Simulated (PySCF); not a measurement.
**Magnetic susceptibility: SMILES [SiH3]/C=C/[SiH2]P, C2H9PSi2**

Cartesian coordinates in Å; atom numbers follow the order of the lines, from 1:
```xyz
14

Si   -2.6447    0.4995   -0.0487
C    -0.7785    0.3401    0.0108
C    -0.1271   -0.8309    0.1248
Si    1.7401   -1.0025    0.1897
P     2.6655    1.0283   -0.2147
H    -3.2521   -0.8612    0.0629
H    -3.1365    1.3596    1.0718
H    -3.0794    1.1333   -1.3323
H    -0.1845    1.2658   -0.0450
H    -0.7197   -1.7563    0.1852
H     2.1785   -1.4413    1.5521
H     2.1841   -2.0500   -0.7830
H     2.5576    0.8974   -1.6337
H     3.9969    0.5111   -0.1743
```

Computed, not measured: GIAO B97-2/pcSseg-1 magnetisability, rotational g tensor and spin-rotation constants, non-relativistic, gas phase (PySCF 2.14.0). Geometry: PBE0-D3(BJ)/def2-SVP.

**Question.** How diamagnetic is it, and how anisotropic?

**Answer.** Isotropic -1258 × 10⁻³⁰ J/T², or -75.7 × 10⁻⁶ cm³/mol; principal values -1394, -1275, -1104 × 10⁻³⁰ J/T², anisotropy 252 × 10⁻³⁰ J/T² (root of half the summed squared differences of the principal values). The susceptibility is in cgs units.

**Question.** Split it along the inertial axes a, b, c into diamagnetic and paramagnetic parts about the centre of mass, with the quadrupole moment.

**Answer.** 
| axis | χ (10⁻⁶ cm³/mol) | diamagnetic (10⁻⁶ cm³/mol) | paramagnetic (10⁻⁶ cm³/mol) | summed x² of all electrons (Å²) | quadrupole Θ (D Å) |
| --- | --- | --- | --- | --- | --- |
| a | -76.7 | -371.7 | 295.0 | 317.6 | +2.09 |
| b | -67.1 | -1432.5 | 1365.4 | 67.5 | -0.64 |
| c | -83.4 | -1633.9 | 1550.6 | 20.1 | -1.45 |

Anisotropies 2χaa − χbb − χcc = -3.0 and 2χbb − χaa − χcc = +25.9 × 10⁻⁶ cm³/mol. Θ is traceless in Buckingham's convention.

**Question.** And the rotational g tensor?

**Answer.** 
```csv
axis,rotational constant (GHz),g,nuclear part,electronic part
a,4.8860,-0.0604,0.6167,-0.6771
b,0.9008,-0.0145,0.5633,-0.5778
c,0.7793,-0.0064,0.5612,-0.5677
```
Asymmetric top; isotopes 12C, 1H, 31P, 28Si; no vibrational averaging.
